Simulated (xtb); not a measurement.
C3H4BFO2, SMILES FB1C=COCO1. All values are semi-empirical tight-binding results from xtb (GFN2-xTB unless named), good for trends rather than for accurate numbers. Geometry optimised at GFN2-xTB. This is a generated structure with no PubChem entry under its InChIKey; it may be hypothetical. One conformer was computed; it need not be the lowest.

Optimised geometry:

```xyz
11

F      0.2198     2.2847    -0.4744
B      0.1514     1.0061    -0.1249
C      1.3667     0.0562     0.0091
C      1.0484    -1.2426     0.0157
O     -0.2199    -1.7162     0.0558
C     -1.2340    -0.8218     0.4494
O     -1.0954     0.4925     0.0112
H      2.4010     0.3466    -0.0350
H      1.7537    -2.0612    -0.0493
H     -2.1685    -1.2245     0.0416
H     -1.2857    -0.8160     1.5556
```

Computed properties:
| Item | Result |
|---|---|
| orbital gap | 4.03 eV |
| dipole moment | 2.50 D |
| zero-point energy | 46.5 kcal/mol |
| G − E(el) at 298.15 K (modified RRHO) | 27.6 kcal/mol |
| static polarisability (D4 model) | 56.2 bohr³ |
| solvation energy, GFN2-xTB/ALPB(water) | -2.1 kcal/mol |
| solvation energy, GFN2-xTB/ALPB(acetone) | -5.9 kcal/mol |

Computed IR lines (harmonic; lines under 4 % of the strongest left out, lines within 3 cm⁻¹ merged):
ν (cm⁻¹): 579 (m), 786 (w), 937 (w), 1028 (w), 1065 (w), 1084 (m), 1161 (w), 1225 (m), 1250 (m), 1274 (vs), 1353 (s), 1365 (w), 1625 (s), 2794 (m), 3050 (w) (against the strongest line: vs over 80 %, s over 45 %, m over 15 %, w over 4 %, vw less)

Question: Give the atomic charges and the Wiberg bond orders between heavy atoms. (An estimate is asked for; the answer gives what the named calculation found.)

Answer: charges (e) F1 -0.28, B2 0.48, C3 -0.18, C4 0.11, O5 -0.26, C6 0.21, O7 -0.33, H8 0.06, H9 0.07, H10 0.07, H11 0.04. Bond orders F1–B2 1.04, B2–C3 1.03, C3–C4 1.78, C4–O5 1.09, O5–C6 0.97, B2–O7 1.15, C6–O7 0.99.
